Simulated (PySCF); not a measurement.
A series of substituents X on one scaffold: silaethenyl-X. Isolated molecules, 0 K electronic values unless said otherwise. One relaxed conformer stands for each flexible species; it need not be the lowest. Strings in code marks are SMILES.

Quantity: vertical ionisation energy (energy after one electron is removed minus that of the parent at the parent's geometry), in eV.

Level 1: ωB97X-D3(BJ)/def2-TZVP // PBE0-D3(BJ)/def2-TZVP (PySCF)
Level 2: B3LYP/6-31G* // PBE0-D3(BJ)/def2-TZVP (PySCF)
Level 3: PBE/6-31G* // PBE0-D3(BJ)/def2-TZVP (PySCF)
Level 4: SVWN5/6-31G* // PBE0-D3(BJ)/def2-TZVP (PySCF)

| species | level 2 | level 3 | level 4 |
|---|---|---|---|
| `C=[SiH]F` | 8.74 | 8.76 | 9.04 |
| `C=[SiH]CC` (C–Si–C–C torsion 1°) | 8.12 | 8.18 | 8.43 |
| `C=C[SiH]=C` (C–C–Si–C torsion 15°) | 7.96 | 8.02 | 8.27 |
| `C=[SiH][SeH]` (C–Si–Se–H torsion 0°) | 8.04 | 8.01 | 8.23 |
| `B[SiH]=C` | 8.73 | 8.88 | 9.15 |

What does level 1 give for each, and how far do the other levels lie from it on average?


- `C=[SiH]F`: 8.91
- `C=[SiH]CC` (C–Si–C–C torsion 1°): 8.24
- `C=C[SiH]=C` (C–C–Si–C torsion 15°): 8.14
- `C=[SiH][SeH]` (C–Si–Se–H torsion 0°): 8.26
- `B[SiH]=C`: 8.71
Mean absolute difference from level 1, which has limits of its own, over these rows (drawn at random from the members that have all these levels): level 2 0.141 eV, level 3 0.149 eV, level 4 0.184 eV.
